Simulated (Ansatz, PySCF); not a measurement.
In(Cl)(OMe)(NH2) (CH5ClInNO), SMILES C[O][In]([NH2])[Cl]. Atoms are numbered in the order given.

```xyz
10

In     0.1408     0.0726     0.1477
Cl    -2.0726     0.2755     0.9219
O      0.2919    -0.9070    -1.5929
C      1.5288    -1.2529    -2.1640
H      2.0991    -1.9879    -1.5606
H      1.3421    -1.7180    -3.1491
H      2.1956    -0.3835    -2.3412
N      1.7031     0.6595     1.3257
H      1.4470     1.3853     1.9955
H      2.5232     0.9772     0.8086
```

Geometry: B3LYP-D3(BJ)/def2-SVP. The structure was generated by enumeration; whether it is a known compound was not checked. The def2 effective core potentials stand for the cores of In; spin–orbit coupling is left out. The values are those of a single conformer.

Two levels are set side by side: PBE-D3(BJ)/def2-SVP (Ansatz, a program for electronic structure) and B3LYP-D3(BJ)/def2-SVP (Ansatz). Each level has its own optimised geometry; the coordinates shown are those of the second. Frequencies come from the Hessian of PySCF at each geometry. Differences are taken from unrounded values.

```
quantity                            B3LYP-D3(BJ)  PBE-D3(BJ)  PBE-D3(BJ) minus B3LYP-D3(BJ)
----------------------------------  ------------  ----------  -----------------------------
mean bond length (Å)                       1.463       1.474                          0.011
bond In1–Cl2 (Å)                           2.354       2.361                          0.007
bond In1–O3 (Å)                            2.003       2.023                          0.020
bond In1–N8 (Å)                            2.043       2.064                          0.021
bond O3–C4 (Å)                             1.406       1.412                          0.006
bond C4–H5 (Å)                             1.109       1.117                          0.008
bond C4–H6 (Å)                             1.105       1.114                          0.008
bond C4–H7 (Å)                             1.110       1.118                          0.008
bond N8–H9 (Å)                             1.020       1.030                          0.010
bond N8–H10 (Å)                            1.020       1.030                          0.010
highest harmonic wavenumber (cm⁻¹)          3606        3507                            -99
mean harmonic wavenumber (cm⁻¹)             1215        1183                            -32
zero-point energy (kcal/mol)               41.68       40.58                          -1.11
```

GGA bonds tend to be longer and softer than those of functionals with exact exchange. Differences between two approximate levels are no errors against the true value.
